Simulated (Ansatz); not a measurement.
This geometry of C₃H₁₂OSi₂ (18 atoms, charge 0, multiplicity 1) is a first-order saddle point.

Method: RKS PBE0-D4/6-31G* (Ansatz).

```xyz
18
Properties=species:S:1:pos:R:3
C 1.269 -1.316 1.919
O 0.810 -0.441 0.923
C 1.483 -0.628 -0.305
Si 0.727 0.613 -1.537
Si -1.594 0.541 -1.276
C -2.154 1.248 0.390
H 2.340 -1.163 2.129
H 1.121 -2.369 1.632
H 0.695 -1.110 2.826
H 1.346 -1.659 -0.675
H 2.569 -0.474 -0.187
H 1.163 0.238 -2.917
H 1.256 1.981 -1.254
H -2.018 -0.885 -1.416
H -2.239 1.281 -2.405
H -2.882 2.053 0.252
H -2.623 0.464 0.993
H -1.306 1.636 0.960
```

Q: Which two structures does it join? (They come from a converged band through this point; their orientation in space is the band's.)

A: No bond is made or broken. The dihedral Si4–Si5–C6–H16 goes from 64 to -176°. The two ends are copies of one structure, up to a mirror image or an exchange of like atoms.

Initial state:

```xyz
18
Properties=species:S:1:pos:R:3
C 1.549 -1.037 1.915
O 0.912 -0.283 0.917
C 1.530 -0.433 -0.346
Si 0.548 0.631 -1.586
Si -1.729 0.247 -1.223
C -2.291 0.964 0.427
H 2.598 -0.727 2.047
H 1.533 -2.113 1.680
H 1.007 -0.867 2.849
H 1.517 -1.491 -0.663
H 2.590 -0.127 -0.304
H 0.978 0.249 -2.966
H 0.894 2.071 -1.389
H -1.954 -1.232 -1.253
H -2.527 0.828 -2.348
H -2.195 2.055 0.430
H -3.336 0.711 0.636
H -1.662 0.566 1.229
```

Final state:

```xyz
18
Properties=species:S:1:pos:R:3
C 1.261 -1.323 1.950
O 0.802 -0.448 0.953
C 1.468 -0.643 -0.279
Si 0.731 0.600 -1.522
Si -1.595 0.544 -1.306
C -2.149 1.275 0.342
H 2.333 -1.174 2.156
H 1.107 -2.376 1.665
H 0.691 -1.112 2.858
H 1.321 -1.675 -0.644
H 2.557 -0.499 -0.164
H 1.185 0.212 -2.893
H 1.270 1.965 -1.242
H -2.032 -0.882 -1.416
H -2.228 1.279 -2.446
H -3.231 1.178 0.478
H -1.639 0.754 1.159
H -1.889 2.337 0.403
```

Q: How far does it lie above each of them?

A: 0.067 eV above the first and 0.067 eV above the second. This is the barrier of this one path; another mechanism may lie lower.

The run took 3.3 min on 2 threads of Arm Neoverse V1, on a shared host, peak memory 0.33 GiB.
